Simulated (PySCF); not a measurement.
## Dipole response of Se⁺ (selenium, charge +1)

[Ar] 3d10 4s2 4p3, high-spin 4S determinant. All numbers are calculated (PySCF 2.14, scalar relativity by spin-free X2C-1e, in x2c-QZVPPall with one added diffuse shell each of s, p, d, f type (12s9p6d5f1g, 113 functions)). Coupled (time-dependent) response in atomic units; α is the mean over directions.

```csv
method,mean α (bohr³),C₆ (like pair),S(−4)
BLYP,14.35,88.73,51.23
```

S(−4) is the Cauchy moment in α(ω) = α(0) + S(−4) ω² + …

α(iu) at BLYP:

```csv
u (hartree),α(iu) (bohr³)
0,14.35
0.0500,14.23
0.100,13.86
0.200,12.60
0.300,10.99
0.500,7.941
0.750,5.303
1.00,3.715
1.50,2.114
2.00,1.393
3.00,0.7777
5.00,0.3806
```

A single London oscillator, α(iu) = α/(1 + u²/ω²), gives C₆ = (3/4) ω α². Matching the computed C₆ needs ω = 4 × 88.73 / (3 × 14.35²) = 0.575 hartree.

For an ion, C₆ is the dispersion term alone; charge-induced terms of lower order in 1/R come first.
